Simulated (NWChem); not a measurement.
System: C$_{2}$H$_{2}$F$_{2}$O$_{2}$; SMILES C(F)(F)C(O)=O

```xyz
8

O      1.1951    -1.2364     0.2833
C      0.1376    -0.7686    -0.0189
O     -0.9977    -1.4511    -0.1457
C     -0.0872     0.7071    -0.3609
F      1.0101     1.4027    -0.0555
F     -1.1274     1.1826     0.3486
H     -0.8020    -2.3774     0.0671
H     -0.3103     0.8258    -1.4376
```
Atoms are numbered in this order, from 1.

Results from NWChem. Coordinates come from a PBE0/def2-SVP optimisation. Atomic charges in e: unrestrained fits to the electrostatic potential beside Mulliken populations; buried atoms are poorly determined by the fit.

Estimate the computed values for B3LYP/def2-SVP. Quantities: ESP O1; Mulliken O1; ESP C2; Mulliken C2; ESP O3; Mulliken O3; ESP C4; Mulliken C4; ESP F5; Mulliken F5; relative RMS misfit of the potential (%).


```json
{
  "ESP O1": "-0.50",
  "Mulliken O1": "-0.18",
  "ESP C2": "0.61",
  "Mulliken C2": "0.07",
  "ESP O3": "-0.59",
  "Mulliken O3": "-0.16",
  "ESP C4": "0.53",
  "Mulliken C4": "0.46",
  "ESP F5": "-0.26",
  "Mulliken F5": "-0.19",
  "relative RMS misfit of the potential (%)": "15"
}
```
